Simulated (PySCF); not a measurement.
Hf(Cl)3(OSiH3), SMILES [SiH3][O][Hf]([Cl])([Cl])[Cl], singlet at its B3LYP/def2-SVP optimised geometry (Å):

```
9

Hf    -1.6504    -1.9934    -2.9729
Cl    -0.3338    -3.9219    -3.3104
Cl    -1.4310    -0.5137    -4.7982
Cl    -3.9108    -2.5863    -2.6452
O     -1.0272    -1.1053    -1.3939
Si    -0.4869    -0.3297     0.0000
H     -1.0010     1.0665     0.0000
H      1.0010    -0.3297     0.0000
H     -1.0005    -1.0665     1.1862
```

Calculation: B3LYP/def2-TZVP, def2 effective core potentials past Kr (PySCF). The core electrons that the potentials of Hf replace are not part of the density.

Map of the Laplacian of the electron density (e/bohr⁵) on the plane z = 1.0 Å:

```
|9999999999999999999999999999999|
|9999999999999999999999999999999|
|9999999999999999999999999999999|
|9999999999999999999999999999999|
|9999999999999999999999999999999|
|9999999999999999999999999999999|
|9999999999999999999999999999999|
|9999999999999999999999999999999|
|9999999999999999999999999999999|
|9999999999999999999999999999999|
|9999999999999999999999999999999|
|9999999999999999999999999999999|
|9999999999999999999999999999999|
|9999999999999999999999999999999|
|9999999999999999999999999999999|
|9999999999999999999999999999999|
|9999999999999999999999999999999|
|9999999999999999999999999999999|
|9999999999877999999999999999999|
|9999999999506999999999999999999|
|9999999999507999999999999999999|
|9999999999999999999999999999999|
|9999999999999999999999999999999|
|9999999999999999999999999999999|
|9999999999999999999999999999999|
|9999999999999999999999999999999|
|9999999999999999999999999999999|
|9999999999999999999999999999999|
|9999999999999999999999999999999|
|9999999999999999999999999999999|
|9999999999999999999999999999999|
```
Scale: ten equal steps from -1.47 (start of '0') to 0.057 (end of '9'), in the order '0123456789'; x runs from -3.50 to 3.50, y from -3.50 (bottom) to 3.50 (top).
